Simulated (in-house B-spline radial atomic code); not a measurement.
Orbital energies and mean radii along the 17-electron series, configuration [Ne] 3s2 3p5. The effective charge is n√(-2ε), a non-relativistic measure. Computed with a B-spline radial code for spherical atoms: non-relativistic Hartree-Fock, average of the configuration, point nuclei.

This level leaves out relativity, spin-orbit splitting included, which matters for heavy ions.

```tsv
ion	Z	energy of 1s (Eh)	mean radius of 1s (bohr)	energy of 3p (Eh)	mean radius of 3p (bohr)	energy of 3s (Eh)	mean radius of 3s (bohr)	effective charge of 1s
Pr42+	59	-1567.64	0.025727	-121.14	0.24941	-125.89	0.26194	55.994
Nd43+	60	?	?	?	?	?	?	?
Pm44+	61	?	?	?	?	?	?	?
Sm45+	62	-1739.67	0.024469	-137.28	0.23527	-142.33	0.24748	58.986
Eu46+	63	-1799.01	0.024077	-142.89	0.23091	-148.03	0.24302	59.984
```

(1) Fill in the row of Nd43+.

(2) Fill in the row of Pm44+.

(3) How does the screening of 1s change?

Answers

(1) energy of 1s (Eh): -1623.99; mean radius of 1s (bohr): 0.025294; energy of 3p (Eh): -126.41; mean radius of 3p (bohr): 0.24451; energy of 3s (Eh): -131.26; mean radius of 3s (bohr): 0.25694; effective charge of 1s: 56.991.

(2) energy of 1s (Eh): -1681.33; mean radius of 1s (bohr): 0.024875; energy of 3p (Eh): -131.79; mean radius of 3p (bohr): 0.2398; energy of 3s (Eh): -136.74; mean radius of 3s (bohr): 0.25212; effective charge of 1s: 57.988.

(3) Z less the effective charge goes from 3.01 at Z = 59 to 3.02 at Z = 63.
